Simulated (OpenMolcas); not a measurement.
**Multiconfigurational calculation on Cr2+**

Cr2+ among 6 point charges of -2 e arranged as a trigonal antiprism (D3d), 1.72 Å from the ion, with a polar angle of 51.5° against the regular 54.74°. The active orbitals were held to one l. With inversion symmetry the input lists one of each pair of outer charges.

Input:

```
&GATEWAY
Coord
1

Cr 0.0 0.0 0.0
Basis=ANO-RCC-VDZP
Group=XYZ
NoMove
AngMom=0.0 0.0 0.0
AMFI
XField
3 Angstrom 0
0.000000 1.345179 1.071865 -2.000000
1.164959 -0.672589 1.071865 -2.000000
1.164959 0.672589 -1.071865 -2.000000
&SEWARD
&RASSCF
FileOrb=start.orb
Symmetry=1
Spin=5
nActEl=4 0 0
Inactive=3 6
Ras2=5 0
CIRoot=5 5 1
SDav=5
CIMx=300
Iter=120 100
PrWF=0.3
OrbListing=Nothing
MaxOrb=0
SupSym
1
10 4 5 6 7 8 11 12 13 14 15
0
>>> COPY $Project.JobIph JOB001
&RASSCF
FileOrb=start.orb
Symmetry=1
Spin=3
nActEl=4 0 0
Inactive=3 6
Ras2=5 0
CIRoot=45 45 1
SDav=45
CIMx=300
Iter=120 100
PrWF=0.3
OrbListing=Nothing
MaxOrb=0
SupSym
1
10 4 5 6 7 8 11 12 13 14 15
0
>>> COPY $Project.JobIph JOB002
&RASSCF
FileOrb=start.orb
Symmetry=1
Spin=1
nActEl=4 0 0
Inactive=3 6
Ras2=5 0
CIRoot=50 50 1
SDav=50
CIMx=300
Iter=120 100
PrWF=0.3
OrbListing=Nothing
MaxOrb=0
SupSym
1
10 4 5 6 7 8 11 12 13 14 15
0
>>> COPY $Project.JobIph JOB003
&RASSI
NrOfJobIphs=3 5 45 50
1 2 3 4 5
1 2 3 4 5 6 7 8 9 10 11 12 13 14 15 16 17 18 19 20 21 22 23 24 25 26 27
28 29 30 31 32 33 34 35 36 37 38 39 40 41 42 43 44 45
1 2 3 4 5 6 7 8 9 10 11 12 13 14 15 16 17 18 19 20 21 22 23 24 25 26 27
28 29 30 31 32 33 34 35 36 37 38 39 40 41 42 43 44 45 46 47 48 49 50
IphNames
JOB001
JOB002
JOB003
EJob
SpinOrbit
DIPRint=1.0
SOCoupling=1000.0
Subsets=2
Property=9
'ANGMOM' 1 'ANGMOM' 2 'ANGMOM' 3 'MLTPL  1' 1 'MLTPL  1' 2 'MLTPL  1' 3
'AMFI' 1 'AMFI' 2 'AMFI' 3
SOProperty=3
'ANGMOM' 1 'ANGMOM' 2 'ANGMOM' 3
```

Launched by
```bash
OMP_NUM_THREADS=1 MOLCAS_MEM=1689 MOLCAS_PROJECT=a pymolcas a.inp > a.log  # once for each step of the input, in one work folder
```

A driver script runs the steps one by one and writes start.orb anew before each from the orbitals found so far.

Output, cut to the results:

```
--- SEWARD ---
Basis set label: CR.ANO-RCC...5S4P2D1F.

      Electronic valence basis set:
      ------------------
      Associated Effective Charge  24.000000 au
      Associated Actual Charge     24.000000 au
      Nuclear Model: Point charge

      Shell  nPrim  nBasis  Cartesian Spherical Contaminant
         s      21       5        X
         p      15       4        X
         d      10       2                 X
         f       6       1                 X
                  Relativistic Douglas-Kroll-Hess integrals:
                    - DKH order of Hamiltonian: 2
                    - DKH order of Properties : 0
                  Atomic mean-field integrals
--- RASSCF ---
Wave function specifications:
      -----------------------------

      Number of closed shell electrons          18
      Number of electrons in active shells       4
      Max number of holes in RAS1 space          0
      Max nr of electrons in RAS3 space          0
      Number of inactive orbitals                9
      Number of active orbitals                  5
      Number of secondary orbitals              20
      Spin quantum number                      2.0
      State symmetry                             1
Orbital specifications:
      -----------------------

      Symmetry species                           1   2
                                                ag  au
      Frozen orbitals                            0   0
      Inactive orbitals                          3   6
      Active orbitals                            5   0
      RAS1 orbitals                              0   0
      RAS2 orbitals                              5   0
      RAS3 orbitals                              0   0
      Secondary orbitals                         7  13
      Deleted orbitals                           0   0
      Number of basis functions                 15  19
      Number of CSFs                             5
      Number of root(s) required                 5
      Iter CI   SX   CI       RASSCF       Energy    max ROT     max BLB   max BLB  Level Ln srch  Step   QN
          iter iter root      energy       change     param      element    value   shift minimum  type update
 Nr of preliminary CI iterations:   1
      Total energies have been shifted. Add                -1000.00 au
        1   1    8    0   -56.23627937    0.00E+00   1.40E-01*   6  12 2 -1.86E-01*  0.00   0.00    SX    NO
        2   1    8    0   -56.27455003   -3.83E-02*  1.00E-01*   5  11 2  1.55E-01*  0.00   0.00    SX    NO
        3   1    8    0   -56.27996515   -5.42E-03* -7.58E-02    6  12 2 -1.28E-01*  0.00   0.00    SX    NO
        4   1    8    0   -56.28625656   -6.29E-03*  6.49E-02    5  11 2  1.07E-01*  0.00   0.00    SX    NO
        5   1    8    0   -56.28835876   -2.10E-03* -2.70E-02    6  12 2 -9.10E-02*  0.00   0.53    LS   YES
        6   1    7    0   -56.29706145   -8.70E-03* -4.46E-03    6  12 2 -8.09E-03*  0.00   1.13    QN   YES
        7   1    6    0   -56.29718847   -1.27E-04* -8.23E-05    5  11 2  7.77E-04*  0.00   0.96    QN   YES
        8   1    4    0   -56.29718881   -3.35E-07*  2.72E-05    3  10 1  8.64E-05   0.00   1.09    QN   YES
        9   1    4    0   -56.29718881   -6.27E-09  -5.42E-06    3  10 1  4.41E-06   0.00   1.09    QN   YES
      Convergence after  9 iterations
       10   1    4    0   -56.29718881   -7.94E-11  -5.42E-06    6  12 2 -5.09E-07   0.00   1.09    QN   YES
      Natural orbitals and occupation numbers for root  1
      sym 1:   1.000000   1.000000   1.000000   0.000000   1.000000
      Natural orbitals and occupation numbers for root  2
      sym 1:   1.000000   0.000000   1.000000   1.000000   1.000000
      Natural orbitals and occupation numbers for root  3
      sym 1:   1.000000   1.000000   0.000000   1.000000   1.000000
::    RASSCF root number  1 Total energy:  -1056.33719125
::    RASSCF root number  2 Total energy:  -1056.33719118
::    RASSCF root number  3 Total energy:  -1056.28686700
::    RASSCF root number  4 Total energy:  -1056.26234732
::    RASSCF root number  5 Total energy:  -1056.26234732
--- RASSCF ---
Wave function specifications:
      -----------------------------

      Number of closed shell electrons          18
      Number of electrons in active shells       4
      Max number of holes in RAS1 space          0
      Max nr of electrons in RAS3 space          0
      Number of inactive orbitals                9
      Number of active orbitals                  5
...
--- RASSI ---
SPIN-FREE ENERGIES:
  (Shifted by EMIN (a.u.) =      -1056.3371912523)

 SF State       Relative EMIN(au)   Rel lowest level(eV)    D:o, cm**(-1)      L_eff

     1             0.0000000000        0.0000000000              0.0000         2.0
     2             0.0000000729        0.0000019847              0.0160         2.0
     6             0.0296882694        0.8078589647           6515.8220         3.9
     7             0.0296882730        0.8078590648           6515.8228         3.9
     8             0.0450190823        1.2250316359           9880.5465         3.9
     3             0.0503242498        1.3693925986          11044.8962         2.0
    51             0.0714179881        1.9433824579          15674.4366         4.5
     4             0.0748439326        2.0366071593          16426.3445         2.0
     5             0.0748439333        2.0366071771          16426.3447         2.0
     9             0.0771641101        2.0997424051          16935.5646         3.9
    52             0.0788693976        2.1461456415          17309.8320         4.7
    53             0.0788694097        2.1461459691          17309.8346         4.7
    10             0.0830921813        2.2610534401          18236.6259         4.1
    11             0.0830921883        2.2610536292          18236.6274         4.1
    12             0.0859603900        2.3391013733          18866.1249         4.2
    13             0.0859603975        2.3391015792          18866.1266         4.2
    54             0.0867692133        2.3611105782          19043.6411         5.1
    55             0.0867692336        2.3611111289          19043.6456         5.1
    14             0.0889583155        2.4206790820          19524.0935         4.1
    15             0.0929122279        2.5282705208          20391.8770         4.1
    16             0.0929122549        2.5282712539          20391.8829         4.1
...
```

Spin-orbit levels above the lowest (labels of D3, the rotations of D3d):

| E (cm-1) | Degeneracy | Label | 2S+1 | g |
| --- | --- | --- | --- | --- |
| 0.0 | 2 | E | 5 | 0.00 0.00 7.04 |
| 20.7 | 1 | A1 | 5 |  |
| 33.3 | 1 | A2 | 5 |  |
| 56.6 | 2 | E | 5 | 0.00 0.00 0.88 |
| 86.5 | 2 | E | 5 | 0.00 0.00 4.81 |
| 117.0 | 1 | A1 | 5 |  |
| 117.1 | 1 | A2 | 5 |  |
| 6467 | 1 | A1 | 3 |  |
| 6477 | 1 | A2 | 3 |  |
| 6585 | 2 | E | 3 | 0.00 0.00 2.93 |
| 6697 | 2 | E | 3 | 0.00 0.00 0.98 |
| 9943 | 1 | A1 | 3 |  |
| 9952 | 2 | E | 3 | 0.00 0.00 3.94 |
| 11103 | 1 | A1 | 5 |  |
| 11104 | 2 | E | 5 | 0.00 0.00 4.00 |
| 11105 | 2 | E | 5 | 0.00 0.00 8.00 |
| 15674 | 1 | A1 | 1 |  |
| 16324 | 1 | A1 | 5 |  |
| 16324 | 1 | A2 | 5 |  |
| 16401 | 2 | E | 5 | 0.00 0.00 1.16 |

An orbital doublet at a regular site is open to a Jahn-Teller distortion, which this geometry leaves out. Without dynamic correlation the repulsion within the d shell is too large (B by tens of per cent), so at a given field states of lower spin stand too high. This shell can be high or low spin here, a state of another spin lies low, and with metal d orbitals alone active their balance is uncertain, so the ground spin may be wrong. This is an electrostatic model: the charges have no orbitals. No measured value stands beside these numbers.

The RASSCF and RASSI steps took 38 s on 1 thread of Intel(R) Xeon(R) Platinum 8488C (Sapphire Rapids), with other jobs on the host; the integral step is not counted.

With an even number of electrons the g values are those of a degenerate or nearly degenerate non-Kramers pair.
